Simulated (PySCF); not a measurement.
CClF2, multiplicity 2. Atoms are numbered in the order given.

```xyz
4

F     -1.0528     0.0781     1.0804
C     -0.4198    -0.3224     0.0000
F     -1.0528     0.0781    -1.0804
Cl     1.2629     0.0311     0.0000
```
Charge 0, spin multiplicity 2.

Geometry: PBE0-D3(BJ)/def2-TZVP. The isomer is the one that the SMILES or the coordinates give; other isomers of the formula were not compared.

All values below come from PBE0-D3(BJ)/def2-TZVP (PySCF).

Frequencies are harmonic and unscaled.

Computed normal modes with their intensities:
```
mode  ν (cm⁻¹)  IR (km/mol)  moving atoms (share of kinetic energy)
----  --------  -----------  --------------------------------------
1          369          0.2                 F 69 %, Cl 19 %, C 12 %
2          430          0.1                         F 55 %, Cl 43 %
3          604          4.2                          F 61 %, C 36 %
4          773         72.0                 C 66 %, F 19 %, Cl 15 %
5         1190        342.3                          C 65 %, F 34 %
6         1256        270.7                          C 70 %, F 30 %
```
